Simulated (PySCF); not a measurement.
Species: C3H3BN2O2.
Bonds: N1–C2 (triple), C2–C3, C3–O4, O4–B5, B5–O6, B5–C7, C7–N8 (triple). Hydrogens: H9, H10 on C3; H11 on O6.

Method: PBE0-D3(BJ)/def2-SVP geometry optimisation, gas phase (PySCF); density fitting, grid level 1; the optimiser is geomeTRIC in internal coordinates, started from a GFN2-xTB structure with every atom displaced at random (about 0.01 Å).

Step 0: E = -10891.0330 eV
```
atom  x, y, z in Å  |  force x, y, z in eV/Å
N1      2.2348   -0.2578    2.1664   -0.207   0.141  -0.460
C2      1.7988   -0.0702    1.1077    0.416  -0.181   0.737
C3      1.2366    0.1152   -0.2320    1.029   0.432   0.424
O4      0.1656   -0.7088   -0.4187   -2.390  -0.376  -0.220
B5     -1.1629   -0.3095   -0.3232    1.266  -0.292  -0.038
O6     -2.1488   -1.1886   -0.4715   -0.422  -0.114   0.011
C7     -1.5179    1.1814   -0.0595    0.243  -0.824  -0.184
N8     -1.7110    2.3038    0.1095   -0.168   0.894   0.155
H9      1.0070    1.1864   -0.3342   -0.064   0.126  -0.245
H10     2.0146   -0.1759   -0.9504    0.141   0.231  -0.159
H11    -1.8785   -2.1018   -0.6096    0.158  -0.037  -0.021
```

Q: Estimate the geometry and energy of step 1. (The exact step hangs on the optimiser's Hessian estimate; all steps are aligned on step 0, rigid shifts and turns removed.)

A: E = -10891.0880 eV, largest force 0.695 eV/Å
```
atom  x, y, z in Å  |  force x, y, z in eV/Å
N1      2.4089   -0.2272    2.1494    0.147  -0.080   0.276
C2      1.8821   -0.1050    1.1306   -0.256   0.063  -0.262
C3      1.2224    0.0967   -0.1608   -0.232  -0.147  -0.132
O4      0.0987   -0.7450   -0.3252    0.683   0.128  -0.005
B5     -1.1806   -0.3125   -0.3646   -0.388  -0.132   0.197
O6     -2.1896   -1.1846   -0.5351    0.094   0.073  -0.075
C7     -1.5197    1.1935   -0.1472    0.005   0.065   0.033
N8     -1.7042    2.3160    0.0741    0.007  -0.034  -0.071
H9      0.9441    1.1603   -0.2474    0.011   0.036   0.029
H10     1.9519   -0.1248   -0.9562   -0.047  -0.031  -0.011
H11    -1.8758   -2.0933   -0.6334   -0.025   0.059   0.020
```

The energy changes by -0.0551 eV. The first-order estimate −F·Δx gives -0.1846 eV and the mean of the old and new forces, exact on a quadratic surface, -0.0610 eV. The step makes an angle of 80° with the force vector and moves no atom by more than 0.178 Å.

The cost below is that of the whole optimisation. The run took 86 s of wall time on one thread, Arm Neoverse V1 (aarch64), no GPU, shared host, and the process peaked at 0.52 GiB of memory.
